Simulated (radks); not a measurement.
Hg3+, 77 electrons, occupied as [Xe] 4f14 5d9. Calculated with a radial shooting solver on a logarithmic mesh with Libxc functionals: scalar-relativistic Kohn-Sham, PBE, spin-unpolarised, spherical densities, point nucleus.

Unscreened Slater integrals over Kohn-Sham orbitals (cm^-1). Empty in this configuration: 6s.

integral    value
F0(5d,5d)  143130
F2(5d,5d)   74784
F4(5d,5d)   49770
F0(5d,5p)  161560
F2(5d,5p)   80828
G1(5d,5p)   97755
G3(5d,5p)   60698
F0(5d,4f)  184720
F2(5d,4f)   43707
F4(5d,4f)   20379
G1(5d,4f)   13688
G3(5d,4f)   13208
G5(5d,4f)   10660
F0(5d,5s)  168210
G2(5d,5s)   64476
F0(5d,6s)  103480
G2(5d,6s)   24097
F0(5p,5p)  191020
F2(5p,5p)  103070
F0(5p,4f)  235570
F2(5p,4f)   72890
G2(5p,4f)   26777
G4(5p,4f)   22938
F0(5p,5s)  203280
G1(5p,5s)  135530
F0(5p,6s)  108620
G1(5p,6s)  8898.1
F0(4f,4f)  415810
F2(4f,4f)  207520
F4(4f,4f)  132370
F6(4f,4f)   95882
F0(4f,5s)  263570
G3(4f,5s)   35111
F0(4f,6s)  115990
G3(4f,6s)  3554.5
F0(5s,5s)  219090
F0(5s,6s)  110400
G0(5s,6s)  5034.7
F0(6s,6s)   88612

Derived for the open shells (J is the average intra-shell exchange parameter used in DFT+U). 5d: Racah B = F2/49 - 5 F4/441 = 961.9 cm^-1, C = 35 F4/441 = 3950 cm^-1, C/B = 4.11, F4/F2 = 0.666, J = (F2 + F4)/14 = 8897 cm^-1.
